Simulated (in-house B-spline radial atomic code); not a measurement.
Configurations of Mn⁺, with energies counted from [Ar] 3d5 4s1. Level of theory: non-relativistic CAM-B3LYP, spin-polarised, spherical fractional occupations, point nucleus; calculated with a B-spline radial code for spherical atoms. Caution: exact exchange at fractional occupations of open shells leaves self-interaction of up to several eV. Shells without spins written out take the highest spin.

Occupations are held fixed; configurations that lie above the ionisation limit could autoionise.

```tsv
configuration	E - E(ref) (eV)	highest orbital	its <r> (bohr)
[Ar] 3d(1 up, 4 down) 4s(0 up, 1 down)	10.059	3d up	1.284
[Ar] 3d4 4s2	10.57	4s down	2.746
[Ar] 3d5 4f1	13.006	4f up	9.956
[Ar] 3d(3 up, 2 down) 4f(0 up, 1 down)	28.323	4f down	9.888
[Ne] 3s2 3p5 3d5 4s2	52.838	4s down	2.761
[Ne] 3s2 3p5 3d5 4s1 4d1	64.077	4d up	5.536
[Ne] 3s2 3p5 3d5 4s1 5p1	64.442	5p up	7.523
[Ne] 3s2 3p5 3d5 4s1 5f1	67.439	5f up	16.4
```

Question: Order these further configurations by energy, lowest first.
A. [Ar] 3d4 4s1 5d1
B. [Ar] 3d(0 up, 4 down) 4s(1 up, 0 down) 5p(1 up, 0 down)
C. [Ar] 3d(1 up, 4 down) 4s(1 up, 0 down)
D. [Ar] 3d4 4s1 4p1
E. [Ar] 3d(2 up, 4 down)

Answer: C (10.576 eV), E (11.25 eV), D (15.575 eV), B (23.183 eV), A (24.157 eV).

Question: How far above the reference does [Ar] 3d5 5d1 lie?

Answer: 12.915 eV; its least bound orbital is 5d up with <r> = 11.67 bohr.

Question: How far above the reference does [Ne] 3s2 3p5 3d5 4s1 4p1 lie?

Answer: 57.653 eV; its least bound orbital is 4p up with <r> = 3.197 bohr.

Question: How far above the reference does [Ar] 3d(4 up, 0 down) 4s(1 up, 0 down) 5f(1 up, 0 down) lie?

Answer: 25.289 eV; its least bound orbital is 5f up with <r> = 16.39 bohr.
